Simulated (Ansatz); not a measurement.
Computed with Ansatz on PBE0-D4/def2-TZVP structures; ΔE is electronic, products minus reactants. CCSD(T)/CBS adds triple-zeta CCSD(T) − MP2 to the extrapolated MP2 energy (def2 sets, frozen cores). Functionals use def2-TZVPP. B3LYP here is the variant with VWN-RPA as its local correlation; programs differ in this. For Se outer-core shells are correlated without core-valence functions, which leaves a few kJ/mol of doubt a bond. Scalar relativity is left out up to krypton. Each species was taken in one conformer, which may not be the lowest.

Reaction (formal exchange of groups at the Se–C bond): `OC(F)[SeH]` + `O[SiH2][SiH3]` → `O[SiH]([SiH3])[SeH]` + `OCF`

(1) Is it downhill or uphill in electronic energy at CCSD(T)/CBS, and by how much? (Best estimate.)

(2) What do these levels give: B3LYP-D4, ωB97M-V, B2PLYP, r2SCAN, PBE0, B3LYP, HF/def2-TZVPP, MP2/def2-TZVPP, SCS-MP2/def2-TZVPP, MP2/def2-QZVPP, HF/CBS(def2), MP2/CBS(def2)? (An estimate is asked.)

Largest T1 diagnostic among the species: 0.012.

Answers

(1) Ansatz gave: Downhill: ΔE = -122.7 kJ/mol.

(2) Ansatz gave: B3LYP-D4 -117.3, ωB97M-V -117.8, B2PLYP -116.7, r2SCAN -115.9, PBE0 -118.9, B3LYP -112.7, HF/def2-TZVPP -123.2, MP2/def2-TZVPP -122.9, SCS-MP2/def2-TZVPP -118.7, MP2/def2-QZVPP -126.1, HF/CBS(def2) -123.2, MP2/CBS(def2) -128.4 kJ/mol.

From PBE to PBE0 (25 % exact exchange), in def2-TZVPP and without D4, ΔE moves by −6.6 kJ/mol. The D4 term adds −4.5 kJ/mol with B3LYP and −2.7 kJ/mol with PBE0; it sums over pairs of atoms, weighted by their polarisabilities, and B3LYP, whose exchange is more repulsive, gets the larger term.
